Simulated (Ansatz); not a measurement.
Correlation energies of H2InS2, SMILES `[SH][In][SH]` radical by basis set

Z-matrix (Å, degrees):
```
S
In 1 2.433
H 1 1.345 2 91.9
S 2 2.433 1 118.2 3 0.0
H 4 1.345 2 91.9 1 0.1
```

Total charge 0; spin multiplicity 2. Correlated methods include outer-core shells of In, which these sets cover unevenly. In: def2 effective core potential. Geometry: relaxed with PBE0-D4/def2-TZVP. It is one conformer, not always the lowest. Frozen core, unrestricted reference, Ansatz.

```json
{"basis": "def2-SVP", "HF (Eh)": "-985.23963", "MP2 corr.": "-0.32730", "CCSD corr.": "-0.36660", "(T)": "-0.01211", "CCSD(T) total": "-985.61834"}
{"basis": "def2-TZVPP", "HF (Eh)": "-985.52452", "MP2 corr.": "-0.61637", "CCSD corr.": "-0.64691", "(T)": "-0.02709", "CCSD(T) total": "-986.19852"}
{"basis": "def2-QZVPP", "HF (Eh)": "-985.54816", "MP2 corr.": "-0.83568", "CCSD corr.": "-0.83818", "(T)": "-0.03440", "CCSD(T) total": "-986.42074"}
```
